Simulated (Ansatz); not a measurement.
Two structures of SiNH₅OF₂, singlet, reached by relaxing down either side of one saddle point (PBE0-D4/def2-TZVP). Energies are electronic, without zero-point energy. Ansatz 0.2.0; basis: def2-TZVPP and def2-QZVPP; cores frozen in the correlated methods. Extrapolation: Hartree–Fock as exp(−7.88 √X), correlation as X^−2.97. First:

```
atom    x (Å)    y (Å)    z (Å)
 Si1   0.6731   0.3789   0.3128
  O2   0.6406  -1.2623   0.5096
  F3  -0.2853   1.2581   1.2593
  F4   2.0687   0.6714   1.1014
  H5   1.0449   0.9936  -0.9783
  H6  -0.9942  -0.6640  -1.4769
  N7  -1.1580  -0.0537  -0.6843
  H8   1.4060  -1.5724   0.9992
  H9  -1.7724  -0.5373  -0.0379
 H10  -1.6234   0.7877  -1.0048
```

Second:

Si1  (0.196, 1.121, 0.345)
O2  (0.937, -2.058, -0.704)
F3  (-0.261, 2.521, 0.938)
F4  (0.824, 0.346, 1.580)
H5  (1.192, 1.362, -0.704)
H6  (0.142, -1.536, -0.534)
N7  (-1.087, 0.176, -0.248)
H8  (1.324, -2.201, 0.162)
H9  (-1.859, -0.069, 0.355)
H10  (-1.407, 0.338, -1.191)
(Å)

Q: Which bonds change from the first to the second?

A: SiH₂OF₂ ([OH][SiH]([F])[F]) + NH₃ → SiNH₃F₂ ([NH2][SiH]([F])[F]) + H₂O; bonds formed: O2–H6; dative contacts that become bonds: Si1–N7; bonds broken: Si1–O2, H6–N7.

Q: Give the saddle point's structure and its height above each. (To be estimated.)

A: By the calculation: 148.3 kJ/mol above the first and 87.6 kJ/mol above the second (CCSD(T) at an estimated basis limit (MP2 extrapolated from triple and quadruple zeta, plus CCSD(T) − MP2 in triple zeta)).
Si1  (0.475, 0.617, 0.222)
O2  (0.884, -1.168, -0.426)
F3  (-0.159, 2.043, 0.690)
F4  (0.908, 0.131, 1.690)
H5  (1.440, 1.148, -0.751)
H6  (-0.336, -1.096, -0.480)
N7  (-1.126, -0.109, -0.342)
H8  (1.272, -1.767, 0.217)
H9  (-1.849, -0.099, 0.368)
H10  (-1.507, 0.301, -1.186)
(Å)

No T1 diagnostic of these runs exceeds 0.012.

Labels in which every atom is bracketed show which atoms are joined, not bond orders.

For scale, one of the runs: CCSD(T)/def2-TZVPP, 236 basis functions, launched by `ansatz run in.yaml --threads 4 --pin off --events-out ev --progress --plain --max-ram 9574MiB`. Time: 4.2 min of wall clock on 4 CPU threads of an AMD EPYC; the host was shared. Peak host memory: 4.7 GiB.
